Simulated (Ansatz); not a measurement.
Species: sum formula BIF, net charge 0, doublet state. It need not be the lowest isomer of its formula. SMILES: I[B]F
Geometry: optimised at B3LYP-D3(BJ)/def2-TZVP (Ansatz, a program for electronic structure).

Parts of the frozen-core correlation energy in STO-3G (Ansatz, hartree). Frozen orbitals: 25; correlated occupied orbitals by spin: 9 and 8; virtual: 3 and 4. Open shells are spin-unrestricted. No spin-orbit coupling. Past Kr the def2 sets carry scalar-relativistic core potentials. STO-3G rows are all-electron and non-relativistic.

```
term                             value
-------------------------  -----------
reference (HF)             -6973.11544
MP2 opposite-spin                  ___
MP2 same-spin                 -0.01409
CCSD correlation                   ___
(T)                                ___
T1 diagnostic                    0.018
largest doubles amplitude        0.062
<S^2> of the reference           0.754
```

Question: Some entries are withheld; supply them.

Answer: 
- MP2 opposite-spin, value: -0.04514
- CCSD correlation, value: -0.07015
- (T), value: -0.00599
